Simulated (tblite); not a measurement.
C3H11FSi2.
Z-matrix (Å and degrees, GFN2-xTB geometry), rows numbered from 1:
```
C 
C   1  1.5298
Si  2  1.9163  1  109.88
Si  2  1.9161  1  109.83  3  -123.07
C   2  1.5212  1  107.38  3   118.53
F   5  1.3769  2  111.19  1   179.92
H   1  1.0876  2  110.74  3    61.52
H   1  1.0907  2  111.06  3  -178.42
H   1  1.0907  2  111.15  3   -58.52
H   3  1.4584  2  110.61  1  -179.56
H   3  1.4641  2  108.09  1   -58.26
H   3  1.4677  2  108.07  1    59.92
H   4  1.4584  2  110.62  1   179.48
H   4  1.4640  2  108.10  1    58.18
H   4  1.4678  2  108.06  1   -59.94
H   5  1.0973  2  111.92  1   -61.44
H   5  1.0975  2  112.03  1    61.30
```

Calculated harmonic vibrations of the isolated species, GFN2-xTB (tblite), most abundant isotopes, no scaling. Errors from tens to a few hundred cm⁻¹ against measured bands are possible. Modes of hydrogen on silicon can be 10 to 20 % off. One conformer, not necessarily the lowest.

Harmonic wavenumbers (cm⁻¹): 70.2, 127.9, 130.6, 153.2, 190.0, 234.9, 241.6, 300.7, 306.3, 445.1, 498.4, 516.6, 529.4, 580.2, 596.0, 764.7, 768.6, 774.8, 779.2, 781.6, 790.9, 802.4, 954.0, 1002.1, 1032.4, 1116.2, 1125.2, 1172.7, 1232.7, 1333.8, 1424.3, 1478.6, 1506.4, 1516.1, 2227.8, 2233.0, 2255.8, 2268.8, 2308.0, 2319.9, 2899.4, 2918.8, 2981.0, 2995.2, 3030.4.

A = 2074, B = 1937, C = 1573 MHz; mass 122.038 u (most abundant isotopes); point group Cs, symmetry number 1.

Task: What is the zero-point energy?

Result: ½Σν̃ = 26858 cm⁻¹ = 321.29 kJ/mol.

Task: Give the ideal-gas entropy at 273.15 K and 1 bar in the rigid-rotor, harmonic-oscillator model (classical rotation).

Result: Translation 166.95, rotation 117.41, vibration 102.49: S = 386.9 J/(mol K).

Task: And Cp and H(273.15 K) − H(0)?

Result: Cp = 152.75 J/(mol K), of which vibrations give 119.49 (their classical limit is 45 R = 374.2); H(273.15 K) − H(0) = 25.04 kJ/mol without the zero-point energy, 15.96 from vibrations.

Task: Blend soft modes into free rotors: weight 1/[1 + (100 cm⁻¹/ν̃)⁴] for the oscillator and the rest for a rotor with moment μB/(μ + B), μ = h/(8π²ν), B = 10⁻⁴⁴ kg m². What vibrational entropy results?

Result: 99.07 J/(mol K) in place of 102.49, which changes −T·S at 273.15 K by +0.94 kJ/mol.

Task: What must be added to the electronic energy to get the Gibbs energy at 273.15 K and 1 bar?

Result: ZPE + [H(273.15 K) − H(0)] − T·S = 321.29 + 25.04 − 105.67 = 240.66 kJ/mol.

Task: How do the functions run with temperature in this model?

Result: 
```tsv
T (K)	S (J/(mol K))	Cp (J/(mol K))	H − H(0) (kJ/mol)	G − H(0) (kJ/mol)	ln q(vib)
100	277.3	76.4	5.07	-22.66	1.07
200	344.3	121.5	15.00	-53.87	3.44
300	401.7	163.5	29.29	-91.22	5.99
500	501.5	228.5	68.92	-181.82	11.12
800	623.5	290.2	147.51	-351.27	18.31
1000	691.3	317.2	208.40	-482.90	22.69
```

q(vib) and H(0) count from the zero-point level.

Hindered rotation and anharmonicity are outside this model. Other conformers, if any are populated, would add a mixing term that is left out.
